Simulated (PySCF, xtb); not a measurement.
BeCl, SMILES [Be+][Cl], charge +1.

Harmonic wavenumbers (cm⁻¹) from GFN2-xTB (xtb) at its own minimum, in rising order: 1035.

Task: What does PBE-D3(BJ)/def2-TZVPD in PySCF give at its own minimum? (Estimate from the structure and the level; the computed values follow.)

Result: 984. Paired by order, the mean absolute difference is 52 cm⁻¹ and the zero-point energies are 1.5 and 1.4 kcal/mol.
